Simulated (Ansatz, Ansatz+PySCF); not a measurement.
| atom | x (Å) | y (Å) | z (Å) |
| --- | --- | --- | --- |
| C | 0.6545 | 0.7413 | -0.0188 |
| C | -0.6372 | 0.7728 | -0.0357 |
| C | -0.6977 | -0.7658 | -0.0370 |
| C | 0.6497 | -0.7393 | -0.0005 |
| H | 1.4669 | 1.5952 | -0.0160 |
| H | -1.4432 | 1.5957 | -0.0300 |
| H | -1.4517 | -1.5070 | -0.0028 |
| H | 1.4091 | -1.5228 | 0.0203 |

Basis set: def2-SVP (spherical functions). Left uncorrelated: 4 orbitals. Charge 0, multiplicity 1.

Computed with Ansatz (development build ahead of 0.2.0); each method stands on the lowest determinant of its kind that the runs found. Restricted open shells among the atoms or ions are ROHF, correlated in semicanonical orbitals with singles.

Problem. Give the atomization energy at this shape (free ground-state atoms in the same class of orbitals less the molecule, no zero-point energy) of singlet C4H4 by RHF-MP2, RHF.

Solution.

```
 method  atomization energy
RHF-MP2            34.25 eV
    RHF            25.88 eV
```

Caution: the shape is not the minimum.
